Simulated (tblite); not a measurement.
Compound: C5H13GeN.
Atom-mapped SMILES: `[CH2:1]=[C:2]([CH3:3])[GeH2:4][N:5]([CH3:6])[CH3:7]` (hydrogens: H8, H9 on C1; H10, H11, H12 on C3; H13, H14 on Ge4; H15, H16, H17 on C6; H18, H19, H20 on C7)

Computed with GFN2-xTB (tblite), gas phase: L-BFGS steps from a force-field or distance-geometry start until the largest atomic force falls under 0.01 eV/Å.

Step 151: E = -602.3429 eV
```
atom  x, y, z in Å  |  force x, y, z in eV/Å
C1     -2.7664    0.3643    0.5689    0.015   0.017  -0.009
C2     -1.7439    0.3139   -0.2712   -0.016   0.011   0.005
C3     -1.8179   -0.3219   -1.6211   -0.016  -0.020   0.014
Ge4    -0.0181    1.1281    0.1917   -0.011   0.006  -0.019
N5      1.2799   -0.0756   -0.2888    0.003   0.007  -0.013
C6      1.2932   -1.3516    0.3915    0.009   0.007  -0.002
C7      2.6108    0.3638   -0.6435    0.004   0.003   0.011
H8     -2.6617    0.8372    1.5335   -0.041  -0.027   0.004
H9     -3.7378   -0.0482    0.3363    0.021  -0.005  -0.005
H10    -2.8289   -0.6449   -1.8630    0.003   0.005   0.002
H11    -1.4716    0.3828   -2.3793   -0.024  -0.041   0.031
H12    -1.1527   -1.1860   -1.6486   -0.002   0.035  -0.036
H13     0.2920    2.3442   -0.6437    0.033   0.001  -0.011
H14    -0.0437    1.5514    1.6568    0.022   0.019   0.000
H15     1.8039   -1.3064    1.3634    0.021  -0.017  -0.030
H16     0.2675   -1.6809    0.5631    0.014   0.002  -0.014
H17     1.8067   -2.0928   -0.2282   -0.032  -0.009   0.021
H18     2.5508    1.3359   -1.1309   -0.005   0.003   0.029
H19     3.2743    0.4438    0.2267    0.015   0.018  -0.001
H20     3.0584   -0.3465   -1.3459   -0.014  -0.014   0.024
```

Step 152: E = -602.3436 eV
```
atom  x, y, z in Å  |  force x, y, z in eV/Å
C1     -2.7663    0.3621    0.5705   -0.021   0.040   0.015
C2     -1.7444    0.3147   -0.2697    0.010  -0.009  -0.031
C3     -1.8192   -0.3210   -1.6204   -0.019  -0.007   0.031
Ge4    -0.0167    1.1270    0.1893   -0.025   0.015  -0.020
N5      1.2788   -0.0778   -0.2920    0.024   0.029  -0.001
C6      1.2921   -1.3523    0.3903    0.017  -0.007  -0.030
C7      2.6108    0.3643   -0.6402    0.011  -0.004  -0.013
H8     -2.6654    0.8356    1.5356   -0.027  -0.032  -0.003
H9     -3.7384   -0.0478    0.3365    0.025  -0.016  -0.008
H10    -2.8298   -0.6465   -1.8598   -0.004   0.000  -0.001
H11    -1.4774    0.3853   -2.3787   -0.021  -0.030   0.024
H12    -1.1511   -1.1824   -1.6517    0.001   0.028  -0.028
H13     0.2954    2.3413   -0.6469    0.029   0.005  -0.017
H14    -0.0362    1.5528    1.6521    0.017   0.022   0.019
H15     1.8014   -1.3049    1.3620    0.020  -0.019  -0.006
H16     0.2664   -1.6834    0.5589    0.022   0.001  -0.010
H17     1.8098   -2.0922   -0.2280   -0.041  -0.016   0.026
H18     2.5510    1.3342   -1.1324   -0.008   0.000   0.033
H19     3.2729    0.4500    0.2312   -0.010   0.008  -0.006
H20     3.0610   -0.3483   -1.3388   -0.002  -0.009   0.028
```

Task: Estimate the geometry and energy of step 153. (The exact step hangs on the optimiser's Hessian estimate; all steps are aligned on step 152, rigid shifts and turns removed.)

Result: E = -602.3444 eV, largest force 0.055 eV/Å
```
atom  x, y, z in Å  |  force x, y, z in eV/Å
C1     -2.7640    0.3576    0.5726   -0.025   0.048   0.008
C2     -1.7444    0.3174   -0.2712    0.002  -0.021  -0.018
C3     -1.8226   -0.3174   -1.6222   -0.039  -0.018   0.021
Ge4    -0.0151    1.1283    0.1848   -0.035   0.021  -0.016
N5      1.2792   -0.0787   -0.2928    0.027   0.046   0.001
C6      1.2903   -1.3517    0.3913    0.017  -0.018  -0.049
C7      2.6123    0.3634   -0.6366    0.016  -0.008  -0.040
H8     -2.6660    0.8273    1.5398   -0.009  -0.026  -0.008
H9     -3.7360   -0.0532    0.3386    0.030  -0.022  -0.013
H10    -2.8335   -0.6513   -1.8540    0.033   0.009   0.000
H11    -1.4917    0.3911   -2.3833   -0.027  -0.023   0.028
H12    -1.1469   -1.1729   -1.6592   -0.010   0.030  -0.022
H13     0.3021    2.3402   -0.6519    0.024   0.009  -0.024
H14    -0.0317    1.5571    1.6458    0.013   0.024   0.029
H15     1.7970   -1.3028    1.3631    0.026  -0.016   0.029
H16     0.2646   -1.6843    0.5561    0.021   0.005  -0.007
H17     1.8115   -2.0916   -0.2237   -0.039  -0.027   0.015
H18     2.5537    1.3323   -1.1326   -0.006  -0.020   0.043
H19     3.2733    0.4524    0.2360   -0.026  -0.001  -0.019
H20     3.0625   -0.3524   -1.3330    0.008   0.010   0.043
```

The energy changes by -0.0008 eV. The first-order estimate −F·Δx gives -0.0010 eV and the mean of the old and new forces, exact on a quadratic surface, -0.0008 eV. The step makes an angle of 78° with the force vector and moves no atom by more than 0.016 Å.

What follows is the cost of the whole relaxation. On Intel Xeon at 2.50 GHz, one thread, no GPU, shared host with 64 logical CPUs at a one-minute load of 53, this took 5.8 s wall, 4.9 s CPU.
